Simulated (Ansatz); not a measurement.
Reactions of CH4FGeN, SMILES `N=[C](F)[GeH3]`.

Program: Ansatz. Geometries: PBE0-D4/def2-TZVP. ΔE: electronic, gas phase. CBS: MP2 limit from def2 TZ/QZ plus the TZ coupled-cluster correction, frozen cores. This one scheme is used for every species. For Ge outer-core shells are correlated without core-valence functions, which leaves a few kJ/mol of doubt a bond. Scalar relativity is left out up to krypton. Each species was taken in one conformer, which may not be the lowest.

| reaction | CCSD(T)/CBS(def2) (kJ/mol) |
| --- | --- |
| `N=[C](F)[GeH3]` + `N[SiH2]S` → `N[SiH2][S][GeH3]` + `N=CF` | ? |
| `N=[C](F)[GeH3]` + CH₃SH → `C[S][GeH3]` + `N=CF` | -62 |
| `N=[C](F)[GeH3]` + `CN[SiH2]O` → `C[N]([GeH3])[SiH2]O` + `N=CF` | -28 |
| `N=[C](F)[GeH3]` + HCl → `N=[C](Cl)[GeH3]` + H–F | ? |
| `N=[C](F)[GeH3]` + `BN` → `BNC(=N)F` + GeH₄ | 5 |
| `N=[C](F)[GeH3]` + `O[SiH](Cl)Cl` → `Cl[SiH](Cl)[O][GeH3]` + `N=CF` | -61 |
| `N=[C](F)[GeH3]` + `C#C[SiH3]` → `[SiH3]C#[C][GeH3]` + `N=CF` | -36 |

Question: Fill in the missing values. (Estimate.)

Answer: Ansatz gave: `N=[C](F)[GeH3]` + `N[SiH2]S` → `N[SiH2][S][GeH3]` + `N=CF`: -70.9 kJ/mol; `N=[C](F)[GeH3]` + HCl → `N=[C](Cl)[GeH3]` + H–F: -4.4 kJ/mol.

Largest T1 diagnostic: 0.014, for `BNC(=N)F`.
